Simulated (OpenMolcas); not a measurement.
# Lines of Te: computed and rescaled rates

```yaml
Program: OpenMolcas
Method: RASSCF
Basis: ANO-RCC-VTZP [7s6p4d2f1g]
Scalar_Hamiltonian: DKH2, point nucleus
Active_space: 6 electrons in 9 orbitals (RAS2 5s 5p; RAS3 5d, at most 2 electrons)
State_averaging: 2S+1 = 3 even, 3 roots; 2S+1 = 1 even, 6 roots; 2S+1 = 3 odd, 3 roots
Spin-orbit_coupling: RASSI with atomic mean-field integrals over the reference wave functions, term energies averaged over their components
```

Rates come from the transition moments of the reference wave functions (E1 and E2 in the length form). At fixed line strength A goes as λ^-3 for E1 and M1 and as λ^-5 for E2, so a rate at the computed wavelength can be rescaled to the measured one. Measured vacuum wavelengths follow from level energies in NIST Handbook of Basic Atomic Spectroscopic Data. Branching counts decays inside the model space alone, at computed energies, and the table is only a selection of the E2 and M1 lines, drawn from those between levels with measured partners whose computed energy lies within a factor of 1.5 of the measured one.

```tsv
Upper	Lower	Type	λ computed (nm)	λ measured (nm)	A computed (s-1)	A rescaled (s-1)	Branching %
5s² 5p⁴ ³P₁	5s² 5p⁴ ³P₂	M1	2434	2105	1.49e+00	2.30e+00	99.8
5s² 5p⁴ ³P₀	5s² 5p⁴ ³P₂	E2	2226	2125	5.55e-03	7.00e-03	66.1
5s² 5p⁴ ¹D₂	5s² 5p⁴ ³P₁	M1	1306	1722	2.91e-01		8.6
5s² 5p⁴ ¹D₂	5s² 5p⁴ ³P₂	M1	849.8	947.2	3.02e+00		88.7
5s² 5p⁴ ¹D₂	5s² 5p⁴ ³P₂	E2	849.8	947.2	8.95e-02		2.6
5s² 5p⁴ ¹S₀	5s² 5p⁴ ¹D₂	E2	848.2	791.1	2.28e+00	3.23e+00	7.2
5s² 5p⁴ ¹S₀	5s² 5p⁴ ³P₁	M1	514.2	542.1	2.91e+01		91.4
5s² 5p⁴ ¹S₀	5s² 5p⁴ ³P₂	E2	424.5	431.1	4.67e-01		1.5
```

Spin-changing lines and M1 lines between different terms are not rescaled, since their strength hangs on the term gaps too.

The largest correction is for 5s² 5p⁴ ³P₁ → 5s² 5p⁴ ³P₂ (M1): 1.49e+00 × (2434 / 2105)^3 = 2.30e+00 s-1, a factor of 1.55.

The computed order of these levels differs from the measured one in 1 place, and where term gaps are wrong the rates of spin-changing lines can be off by large factors.

No measured rate stands beside these. Rescaling mends the energy factor alone: line strengths can still be far off where a level mixes with configurations outside the active space, and weak or spin-changing lines hang on small mixing coefficients that depend on the term gaps too, so rescaling need not improve them.

Active for correlation alone: 5d; no level in the range computed is led by a configuration that fills it, so any true level of that kind is missing. Measured partners are found by configuration, term and J. A level has none where our copy of the source lacks it or the pairing is in doubt (some pairs that miss far off the trend of their configuration count as doubtful). Levels of configurations outside the active space are missing.
